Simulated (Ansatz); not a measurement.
Saddle point of ZnSiH₅Cl, closed shell (ZnSiH₃Cl ([SiH3][Zn][Cl]) + H₂ → SiH₄ + HCl + Zn; bonds formed: Si2–H4, Cl3–H5; bonds broken: Zn1–Si2, Zn1–Cl3, H4–H5), PBE0-D4/def2-TZVP structure:

| atom | x (Å) | y (Å) | z (Å) |
| --- | --- | --- | --- |
| Zn1 | -0.3524 | -1.2569 | -1.4317 |
| Si2 | 0.8025 | -0.1800 | 0.6504 |
| Cl3 | -2.2139 | 0.4625 | -1.7569 |
| H4 | -0.4053 | 0.8132 | -0.0530 |
| H5 | -1.1948 | 0.8214 | -0.6506 |
| H6 | -0.0641 | -0.6217 | 1.7715 |
| H7 | 1.4927 | 1.1090 | 0.9400 |
| H8 | 1.9353 | -1.1477 | 0.5303 |

Energies are electronic, without zero-point energy. Barriers and step energies count from the start structure reached by relaxing down the imaginary mode; all methods use the PBE0-D4 structures, on which another method's saddle can fall below an end. Ansatz 0.2.0; basis: def2-TZVPP, with def2-QZVPP for the basis limit; cores frozen in the correlated methods. The 3s and 3p shells of Cu and Zn are frozen; filled d shells are correlated. B3LYP uses VWN-RPA correlation. Extrapolation: Hartree–Fock as exp(−7.88 √X), correlation as X^−2.97.

```json
{"method": "SPW92", "barrier (kcal/mol)": "?", "step energy (kcal/mol)": "31.79"}
{"method": "PBE-D4", "barrier (kcal/mol)": "54.94", "step energy (kcal/mol)": "27.35"}
{"method": "BLYP-D4", "barrier (kcal/mol)": "?", "step energy (kcal/mol)": "20.58"}
{"method": "r2SCAN-D4", "barrier (kcal/mol)": "62.32", "step energy (kcal/mol)": "34.01"}
{"method": "B97M-V", "barrier (kcal/mol)": "61.30", "step energy (kcal/mol)": "26.99"}
{"method": "PBE0-D4", "barrier (kcal/mol)": "62.58", "step energy (kcal/mol)": "29.22"}
{"method": "B3LYP-D4", "barrier (kcal/mol)": "62.34", "step energy (kcal/mol)": "22.73"}
{"method": "r2SCAN0-D4", "barrier (kcal/mol)": "67.02", "step energy (kcal/mol)": "33.20"}
{"method": "BHLYP-D4", "barrier (kcal/mol)": "?", "step energy (kcal/mol)": "24.86"}
{"method": "CAM-B3LYP-D4", "barrier (kcal/mol)": "68.99", "step energy (kcal/mol)": "25.85"}
{"method": "wB97X-V", "barrier (kcal/mol)": "73.59", "step energy (kcal/mol)": "31.57"}
{"method": "wB97M-V", "barrier (kcal/mol)": "69.86", "step energy (kcal/mol)": "28.45"}
{"method": "B2PLYP", "barrier (kcal/mol)": "67.68", "step energy (kcal/mol)": "26.11"}
{"method": "PBE-QIDH", "barrier (kcal/mol)": "70.54", "step energy (kcal/mol)": "32.16"}
{"method": "RPA on PBE", "barrier (kcal/mol)": "67.11", "step energy (kcal/mol)": "21.28"}
{"method": "HF", "barrier (kcal/mol)": "89.44", "step energy (kcal/mol)": "24.40"}
{"method": "MP2", "barrier (kcal/mol)": "71.35", "step energy (kcal/mol)": "29.42"}
{"method": "CCSD", "barrier (kcal/mol)": "73.48", "step energy (kcal/mol)": "24.33"}
{"method": "CCSD(T)", "barrier (kcal/mol)": "69.98", "step energy (kcal/mol)": "25.14"}
```

Task: Fill in the withheld barriers. (To be estimated.)

Result: The calculation gives: SPW92 49.17; BHLYP-D4 71.43; BLYP-D4 56.31 kcal/mol. Each is the energy of the saddle less that of the start structure, by the same method.

For comparison, the barrier by CCSD(T) at an estimated basis limit (MP2 extrapolated from triple and quadruple zeta, plus CCSD(T) − MP2 in triple zeta) is 70.08 kcal/mol.

The T1 diagnostic stays at or below 0.016. The restricted Hartree–Fock reference is unstable towards an unrestricted one at one or more of these structures.

Labels in which every atom is bracketed show which atoms are joined, not bond orders.

For scale, one of the runs: CCSD(T)/def2-TZVPP, 218 basis functions, launched by `ansatz run in.yaml --threads 4 --pin off --events-out ev --progress --plain --max-ram 9574MiB`. Time: 100 s of wall clock on 4 CPU threads of an Intel Xeon; the host was shared. Peak host memory: 3 GiB.
